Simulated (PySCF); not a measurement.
Molecule: `[Si](O)(O)(O)O`, H$_{4}$O$_{4}$Si.

Mapped SMILES: `[OH:1][Si:2]([OH:3])([OH:4])[OH:5]`. Each H is labelled by its parent atom.

Geometry PBE0-D3(BJ)/def2-SVP throughout; GIAO in PySCF 2.14, gas phase, one conformer, non-relativistic; equivalent atoms averaged; functional PBE0.

Problem. How do the absolute shieldings σ depend on the basis set? (ppm; last column core-seconds on shared hosts with different chips, so compare them loosely)

Solution. 
```csv
basis set,functions,O1/O3/O4/O5,Si2,H(O1)/H(O3)/H(O4)/H(O5),core-s
STO-3G,33,404.7,518.3,34.95,1.6
6-31G,57,296.3,465.8,31.28,3.2
pcSseg-0,57,313.4,399.4,31.40,3.3
6-31G*,82,290.5,470.0,30.41,5
def2-SVP,94,298.9,480.5,29.92,3.9
cc-pVDZ,94,299.4,478.5,30.22,6.3
pcSseg-1,112,287.8,414.8,29.52,8.1
aug-cc-pVDZ,155,293.1,455.5,30.15,12
"6-311+G(2d,p)",167,281.5,405.5,30.24,10
def2-TZVP,185,282.1,397.5,30.14,11
cc-pVTZ,210,286.5,411.1,29.72,20
IGLO-III,224,279.5,412.5,29.94,20
pcSseg-2,243,280.2,405.5,29.51,17
```

Problem. Which nucleus moves most, in ppm?

Solution. O1/O3/O4/O5 (oxygen bonded to Si, H): from 279.5 ppm with IGLO-III to 404.7 ppm with STO-3G. The smallest spread is 5.44 ppm, at H(O1)/H(O3)/H(O4)/H(O5).

Problem. Taking the largest basis, pcSseg-2 (243 functions), as the yardstick, rank the others by their worst heavy-atom deviation.

Solution. 6-311+G(2d,p) 1.3 ppm (167 functions), cc-pVTZ 6.3 ppm (210 functions), IGLO-III 7.0 ppm (224 functions), def2-TZVP 8.0 ppm (185 functions), pcSseg-1 9.3 ppm (112 functions), pcSseg-0 33.3 ppm (57 functions), aug-cc-pVDZ 50.1 ppm (155 functions), 6-31G 60.3 ppm (57 functions), 6-31G* 64.6 ppm (82 functions), cc-pVDZ 73.0 ppm (94 functions), def2-SVP 75.1 ppm (94 functions), STO-3G 124.5 ppm (33 functions).

A small basis that lands close on one nucleus may do so by chance; judge by the trend and by all nuclei.
